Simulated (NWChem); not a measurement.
C2H4FNSi; SMILES F[Si@@H](C#C)N

```xyz
9

C      0.0120     2.5498    -0.1571
C      0.0158     1.3496     0.0416
Si     0.0282    -0.4509     0.3678
N     -1.3972    -1.1198    -0.2797
F      1.3955    -1.0238    -0.3074
H      0.0087     3.6114    -0.3327
H      0.1235    -0.7750     1.8101
H     -1.7656    -0.8145    -1.1727
H     -1.7067    -2.0532    -0.0368
```
Atoms are numbered in this order, from 1.

Computed with NWChem. Pople sets run with spherical d functions. The geometry was optimised at PBE0/def2-SVP. Vertical excitations in the gas phase.

What does the run give for B3LYP/6-31+G*, full TDDFT? Quantities: lowest excitation, singlet (eV); oscillator strength of that lowest state; lowest state with f > 0.02, singlet (eV); oscillator strength of that bright state; orbital gap (eV).


| Quantity | Value |
|---|---|
| lowest excitation, singlet (eV) | 5.84 |
| oscillator strength of that lowest state | 0.003 |
| lowest state with f > 0.02, singlet (eV) | 6.39 |
| oscillator strength of that bright state | 0.029 |
| orbital gap (eV) | 7.08 |
